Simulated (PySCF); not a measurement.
**How methods differ on the ionisation energy of O²⁺**

O²⁺ [He] 2s2 2p2 (3P) → O³⁺ [He] 2s2 2p1 (2P), as a difference of total energies. Computed with PySCF 2.14 in cc-pVTZ (4s3p2d1f, 30 functions), with no relativity, point nucleus. Correlated levels: valence: 1s2 frozen. The calculations carry no spin-orbit coupling.

```csv
method,ionisation energy (eV)
UHF,54.575
M06-2X,55.040
PBE,55.230
MP2 (valence),54.951
SCS-MP2 (valence),54.807
CCSD (valence),54.738
CCSD(T) (valence),54.748
```

Errors of the correlated levels include the incompleteness of this basis and the frozen core.

Which method comes closest to the reference value, and which is furthest?

The reference is 54.936 eV (semi-empirical (NIST evaluation); NIST Atomic Spectra Database, ionization energies). Closest: MP2 (valence) (error 0.015 eV); furthest: UHF (error -0.361 eV).
